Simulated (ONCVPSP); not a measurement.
Transferability test, ONCV potential for oxygen (O)

ONCVPSP 4.0.1 input, shortened (lines: element, Z, core and valence counts, functional; n l f; lmax; l rc ep ncon nbas qcut; lloc lpopt rc5 dvloc0; l nproj debl; icmod fcfact rcfact), PBE, scalar-relativistic:

```
  O 8.00    1    2        4      upf
    1    0    2.00
    2    0    2.00
    2    1    4.00
    1
    0    1.00    0.00    3    6    5.30
    1    1.10    0.00    5    9    9.70
    4    5    0.65    2.00
    0    2    3.80
    1    1    1.50
    3    3.50    1.40
```

Energies are relative to the spin-unpolarised reference configuration 2s2 2p4; without spin polarisation the order of configurations can differ from experiment.

```tsv
valence configuration	charge	ΔE all-electron (eV)	error AE − PS (meV)
2s2 2p2	+2	50.017	+80
2s2 2p0	+4	180.790	+1222
```

(1) What are ΔE and the potential's error for 2s2 2p3?

(2) What are ΔE and the potential's error for 2s2 2p1?

## Answers

(1) ΔE = 16.431 eV all-electron; the error (AE − PS) is +7.6 meV.

(2) ΔE = 103.885 eV all-electron; the error (AE − PS) is +370 meV.
